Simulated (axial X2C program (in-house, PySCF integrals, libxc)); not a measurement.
**Spin–orbit effects down a group: molecules with Se (ions), PBE0**

All values come from calculations with an in-house all-electron X2C program for linear molecules (integrals from PySCF), spin-free (one-electron X2C) or two-component (2c: spin–orbit coupling with atomic mean-field Coulomb and Gaunt terms, which also bring small scalar terms), in Dyall basis sets with cores contracted in-house; open shells are unrestricted.

Basis sets: C dyall-v3z, Ge dyall-cv3z, Se dyall-cv3z, Sn dyall-cv3z.

| molecule | spin-free state | Re (Å) | ωe (cm⁻¹) | De (eV) | 2c state | Re 2c (Å) | ωe 2c (cm⁻¹) | De 2c (eV) |
| --- | --- | --- | --- | --- | --- | --- | --- | --- |
| CSe⁺ | M_S = 1/2, Λ = 0 | 1.620 | 1145.0 | 4.89 | Ω = 1/2 | 1.621 | 1142.6 | 4.87 |
| GeSe⁺ | M_S = 1/2, Λ = 1 | 2.287 | 326.9 | 3.45 | Ω = 3/2 | 2.287 | 326.3 | n/a |
| SnSe⁺ | M_S = 1/2, Λ = 1 | 2.487 | 267.4 | 3.00 | Ω = 3/2 | 2.488 | 265.5 | n/a |

**Question.** Work out the shifts from the spin-free to the two-component result.

**Answer.** 

| molecule | 2c state | ΔRe (Å) | Δωe (cm⁻¹) | ΔDe (eV) |
| --- | --- | --- | --- | --- |
| CSe⁺ | Ω = 1/2 | 0.001 | -2.4 | -0.02 |
| GeSe⁺ | Ω = 3/2 | 0.000 | -0.6 | n/a |
| SnSe⁺ | Ω = 3/2 | 0.001 | -1.9 | n/a |

Shifts of one unit in the last digit are rounding.

Fragments in 2c: Se+ + C, Se + Ge+, Sn+ + Se. Each entry is the lowest single determinant of a limited PBE0 search at one distance. De goes to single-determinant-based atoms at the same level (for ions the charge split of lowest energy) and is withheld (n/a) where an atom does not fit its ground term or J level. Main or longest-lived isotopes. One determinant is a doubtful description, or other states lie close, for CSe⁺, GeSe⁺, SnSe⁺; these need not be ground states, and all values refer to the states named. Some light 2c atoms are not at their ground J level, so De misses part of their lowering (0.04 eV or less). The functionals have no current term, which raises determinants with orbital currents.
